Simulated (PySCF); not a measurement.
**From computed data to an observable: entropy of an ideal gas**

BeFH2N, SMILES [F][Be][NH2].

Geometry: TPSSh-D3(BJ)/def2-TZVP. One conformer was computed; it need not be the lowest.

TPSSh-D3(BJ)/def2-TZVP (PySCF) gives the harmonic wavenumbers 254, 309, 329, 695, 699, 1469, 1586, 3576, 3654 cm⁻¹ and the rotational temperatures 17.6496, 0.3130, 0.3076 K. The molar mass is 44.03 g/mol, the symmetry number 2, the spin multiplicity 1.

Work out the entropy at 298.15 K and 1 atm in the rigid-rotor, harmonic-oscillator model.


Translation (Sackur–Tetrode at 1 atm): S = R[1.5 ln M + 2.5 ln T − 1.16487] = 155.9 J/(mol K).
Rotation: q = (√π/σ) T^1.5/√(θA θB θC) = 3500, S = R[ln q + 3/2] = 80.3 J/(mol K).
Vibration: with u = 1.4388 ν/T, each mode gives R[u/(e^u − 1) − ln(1 − e^−u)]:
| ν (cm⁻¹) | modes | u | S (J/(mol K)) |
|---|---|---|---|
| 254 | 1 | 1.23 | 7.12 |
| 309 | 1 | 1.49 | 5.72 |
| 329 | 1 | 1.59 | 5.29 |
| 695 | 1 | 3.35 | 1.31 |
| 699 | 1 | 3.37 | 1.29 |
| 1469 | 1 | 7.09 | 0.06 |
| 1586 | 1 | 7.65 | 0.03 |
The stiffer modes add less than 0.005 each. Sum 20.8 J/(mol K).
Spin: R ln 1 = 0.0 J/(mol K).
Total 257.1 J/(mol K); the program's own thermochemistry gives 257.1. Translation makes up 61 % and vibration 8 %. Anharmonicity, hindered rotation and orbital degeneracy are left out.
